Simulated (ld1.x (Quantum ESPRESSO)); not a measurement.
**Plane-wave convergence, TM semilocal potential for germanium**

ld1.x (Quantum ESPRESSO) 7.5 input, shortened:

```
&input
   title='Ge', zed=32., rel=1, dft='PBE', iswitch=3,
   config='[Ar] 3d10 4s2 4p1.5 4f-2'
 /
 &inputp
   pseudotype=1, tm=.true., lloc=2,
   nlcc=.false.
 /
4
4S  1  0   2.00   0.00  1.30  1.30  0.0
3P  2  1   6.00   0.00  0.65  0.65  0.0
4F  4  3  -2.00   0.50  1.05  1.05  0.0
3D  3  2  10.00   0.00  1.05  1.05  0.0
 &test
   configts(1)='3p6 3d10 4s2 4p1.5'
 /
```

Occupied shells without a wave of their own: 4p. They enter only through the test configuration that unscreens the potential.

The pseudo-atom Hamiltonian at the reference potential is diagonalised in spherical Bessel functions j_l(qr) that vanish at 20 bohr, with q² up to the cutoff. All-electron valence levels (Ry): 4s -1.1465, 3p -8.8094, 4p -0.5427, 3d -2.4653.

**Question.** How do the lowest levels (Ry) of each channel move with the cutoff, and are there ghosts?

**Answer.**

```json
{"cutoff (Ry)": "8", "s #1": "-1.0655", "p #1": "-2.1446", "p #2": "-0.1868", "f #1": "0.0324", "f #2": "0.1400", "d #1": "-0.0753", "d #2": "0.0142", "Σ f·Δε (mRy)": "64597.0"}
{"cutoff (Ry)": "18", "s #1": "-1.0917", "p #1": "-4.5945", "p #2": "-0.3097", "f #1": "0.0324", "f #2": "0.1399", "d #1": "-0.0920", "d #2": "0.0051", "Σ f·Δε (mRy)": "49493.3"}
{"cutoff (Ry)": "35", "s #1": "-1.1324", "p #1": "-7.2829", "p #2": "-0.4450", "f #1": "0.0324", "f #2": "0.1399", "d #1": "-0.1259", "d #2": "-0.0067", "Σ f·Δε (mRy)": "32740.1"}
{"cutoff (Ry)": "55", "s #1": "-1.1424", "p #1": "-8.3999", "p #2": "-0.5126", "f #1": "0.0324", "f #2": "0.1399", "d #1": "-0.3000", "d #2": "-0.0288", "Σ f·Δε (mRy)": "24175.7"}
{"cutoff (Ry)": "90", "s #1": "-1.1458", "p #1": "-8.7716", "p #2": "-0.5414", "f #1": "0.0324", "f #2": "0.1399", "d #1": "-1.3513", "d #2": "-0.0505", "Σ f·Δε (mRy)": "11381.6"}
{"cutoff (Ry)": "140", "s #1": "-1.1463", "p #1": "-8.7837", "p #2": "-0.5428", "f #1": "0.0324", "f #2": "0.1399", "d #1": "-2.3144", "d #2": "-0.0562", "Σ f·Δε (mRy)": "1675.5"}
{"cutoff (Ry)": "230", "s #1": "-1.1465", "p #1": "-8.8074", "p #2": "-0.5439", "f #1": "0.0324", "f #2": "0.1399", "d #1": "-2.4657", "d #2": "-0.0570", "Σ f·Δε (mRy)": "17.9"}
{"cutoff (Ry)": "400", "s #1": "-1.1465", "p #1": "-8.8093", "p #2": "-0.5440", "f #1": "0.0324", "f #2": "0.1399", "d #1": "-2.4663", "d #2": "-0.0570", "Σ f·Δε (mRy)": "0.0"}
```

Result: no extra level below or beside the all-electron valence levels (s, p, f, d tested); the semilocal form is local in each channel, so this says nothing of the separable form that plane-wave codes build from it; 10 mRy is reached at 260 Ry and 1 mRy at over 300 Ry.
